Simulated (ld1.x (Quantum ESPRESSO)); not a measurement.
## Ge: one change to an ultrasoft potential, before and after

| Item | Value |
| --- | --- |
| Element | Ge |
| Generator | ld1.x (Quantum ESPRESSO) 7.5 |
| Type | ultrasoft |
| Functional | PBE |
| Relativity | scalar-relativistic |
| Frozen core | [Ar] 3d10 |
| Valence charge | 4 |
| Reference configuration | 4s2 4p2 |
| Partial waves | 4s (bound): rcut 1.40, rcutus 1.95 bohr; 4s channel at 0.9 Ry: rcut 1.40, rcutus 1.95 bohr; 4p (bound): rcut 1.75, rcutus 2.20 bohr; 4p channel at 1 Ry: rcut 1.75, rcutus 2.20 bohr; 4d channel at 0.5 Ry: rcut 1.10, rcutus 1.55 bohr |
| Local potential | all-electron potential smoothed inside 2.00 bohr (lloc = -1) |
| Core correction | none |
| Augmentation charge | built from norm-conserving waves at rcut, not smoothed further |

Change: core correction a·sin(br)/r model core inside 1.02 bohr.

Cutoffs: the cutoffs (Ry, on a coarse ladder) from which the occupation-weighted sum of valence levels, in a spherical-Bessel basis at the reference potential, stays within 10 and 1 mRy of its value at 400 Ry; they do not see the model core or the augmentation charge, which bear on the density cutoff. Errors are all-electron minus pseudo energies relative to the spin-unpolarised reference configuration.

**Question.** How do hardness, ghosts and transferability respond?

**Answer.** The potential gets neither clearly harder nor softer (8 Ry and 15 Ry → 8 Ry and 15 Ry); of the 7 tests that both files solve, the error grows in 5 and shrinks in 0 by more than 15 % and 0.3 meV (median size 7.9 → 32.0 meV); neither file shows a bound ghost. A model core, the more so a compact one, raises the density cutoff, which this test does not measure.

| quantity | base | changed |
| --- | --- | --- |
| cutoff, loose | 8 Ry | 8 Ry |
| cutoff, tight | 15 Ry | 15 Ry |
| bound ghosts | none | none |
| error for 4s2 4p1, meV [ΔE 7.44 eV] | -3.3 | -6.3 |
| error for 4s2 4p0, meV [ΔE 22.88 eV] | -7.9 | -49 |
| error for 4s1 4p0, meV [ΔE 57.67 eV] | +71 | -277 |
| error for 4s1 4p3, meV [ΔE 7.97 eV] | +13 | -14 |
| error for 4s2 4p1.5, meV [ΔE 2.80 eV] | -0.8 | -1.2 |
| error for 4s0 4p4, meV [ΔE 16.20 eV] | +55 | -54 |
| error for 4s1 4p2, meV [ΔE 16.16 eV] | +4.6 | -32 |
| s: phases at 2.41 bohr within 0.05 rad from the reference energy up to (Ry; the scan ends near 5) | to the end of the scan | to the end of the scan |
| p: phases at 2.41 bohr within 0.05 rad from the reference energy up to (Ry; the scan ends near 5) | to the end of the scan | to the end of the scan |
| d: phases at 2.41 bohr within 0.05 rad from the reference energy up to (Ry; the scan ends near 5) | 0.8 | 0.8 |
| lowest overlap eigenvalue by channel | s 0.38, p 0.64, d 1.00 | s 0.38, p 0.64, d 1.00 |
